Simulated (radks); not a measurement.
Task: Method: scalar-relativistic Kohn-Sham, LDA (Slater exchange, Perdew-Wang correlation), spin-unpolarised, spherical densities, finite nucleus; Fermi nuclear charge, rms radius of each element as measured or else 0.836 A^(1/3) + 0.57 fm; computed with a radial shooting solver on a logarithmic mesh with Libxc functionals. Response by self-consistent Sternheimer equations with the Hartree and adiabatic LDA kernel, the relativistic mass of each level held fixed and spin-orbit coupling left out. For heavy and open-shell atoms this level of theory can miss by tens of per cent. Rank Mn+, Mg2+, Ir2+, Cl3+, Rb, Be, O+ (NIST ground configurations) by static dipole polarisability, largest first.

Result: Rb 280.4, Be 43.78, Mn+ 27.36, Ir2+ 10.70, Cl3+ 4.308, O+ 2.624, Mg2+ 0.5135 bohr^3.
